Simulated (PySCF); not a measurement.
Method: PBE-D3(BJ)/def2-TZVP in PySCF 2.14.0. All species are isolated molecules in the gas phase. One relaxed conformer stands for a flexible species; it need not be the lowest. 

Reference species (SMILES): `[OH][GeH]([OH])[OH]` (neutral, multiplicity 1).

```json
{
  "LUMO": "-0.95 eV",
  "HOMO": "-7.18 eV"
}
```

Changed species: `[GeH2]([OH])[OH]` (H–O–Ge–O torsion 78°, O–Ge–O–H torsion -84°) (2 of 4 OH replaced by H; the reference has 1 of 4 OH replaced by H).

**Question.** Predict the effect on the LUMO and HOMO.

**Answer.** the LUMO rises by 0.19 eV, to -0.76 eV; the HOMO increases by 0.13 eV, to -7.05 eV.
